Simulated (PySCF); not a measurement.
Si(Cl)2(GeH3)(OH) (Cl2GeH4OSi), SMILES O[Si](Cl)(Cl)[GeH3].

The structure is a stationary point at ωB97X-D3(BJ)/def2-SVP. This is a generated structure with no PubChem entry under its InChIKey; it may be hypothetical. The values are those of a single conformer.

Two levels are set side by side: TDA-PBE/def2-SVPD (PySCF) and TDA-M06-2X/def2-SVPD (PySCF). Vertical, same geometry. The lowest singlet is HOMO→LUMO+1 93 % with PBE and HOMO→LUMO+1 78 % with the other functional; states are paired by order. Differences are taken from unrounded values.

```
quantity                               TDA-M06-2X  TDA-PBE  TDA-PBE minus TDA-M06-2X
-------------------------------------  ----------  -------  ------------------------
lowest singlet excitation (eV)               7.32     6.50                     -0.82
lowest triplet excitation (TDA) (eV)         6.51     5.98                     -0.54
first bright state (f over 0.05) (eV)        7.32     6.50                     -0.82
its oscillator strength                      0.10     0.10                      0.00
```

A lower first singlet is the usual sign of a functional without exact exchange. Differences between two approximate levels are no errors against the true value.

Rough cost on one machine, each run with all the roots and properties that it gave: TDA-M06-2X against TDA-PBE about 10 times.
